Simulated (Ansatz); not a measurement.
Potential energy curve for MgH, doublet.

Computed with: UKS-PBE = unrestricted PBE/cc-pVQZ (Ansatz, a program for electronic structure); UKS-CAM-B3LYP = unrestricted CAM-B3LYP/cc-pVQZ in Ansatz; FCI = Ansatz with full CI/cc-pVQZ, frozen core.

Energies relative to the lowest point of each curve near equilibrium, in eV; the last columns give the error against full CI:

```tsv
R / Å	UKS-PBE	UKS-CAM-B3LYP	FCI	UKS-PBE − FCI	UKS-CAM-B3LYP − FCI
1.30	1.397	1.331	1.436	-0.038	-0.105
1.38	0.842	0.784	0.855	-0.012	-0.071
1.50	0.329	0.287	0.322	0.007	-0.035
1.57	0.156	0.126	0.147	0.009	-0.021
1.66	0.036	0.021	0.030	0.006	-0.008
1.68	0.021	0.010	0.016	0.005	-0.006
1.74	0.000	0.000	0.000	0.000	0.000
1.78	0.001	0.009	0.005	-0.004	0.003
1.85	0.028	0.048	0.040	-0.012	0.008
1.89	0.054	0.082	0.072	-0.018	0.010
2.00	0.155	0.204	0.190	-0.035	0.014
2.17	0.361	0.438	0.425	-0.064	0.013
2.37	0.620	0.720	0.718	-0.098	0.002
2.63	0.916	1.021	1.040	-0.124	-0.019
2.88	1.126	1.216	1.238	-0.112	-0.022
3.10	1.249	1.322	1.329	-0.080	-0.008
3.50	1.362	1.415	1.391	-0.029	0.024
3.81	1.388	1.444	1.405	-0.017	0.039
4.20	1.397	1.459	1.410	-0.014	0.048
4.68	1.400	1.465	1.413	-0.013	0.053
5.20	1.402	1.467	1.414	-0.012	0.054
6.03	1.403	1.468	1.414	-0.011	0.054
6.87	1.404	1.468	1.415	-0.011	0.053
```

UKS-PBE is furthest from FCI at 2.63 (-0.124 eV, below); its mean absolute error over the points is 0.032 eV.

UKS-CAM-B3LYP is furthest from FCI at 1.30 (-0.105 eV, below); its mean absolute error over the points is 0.029 eV.
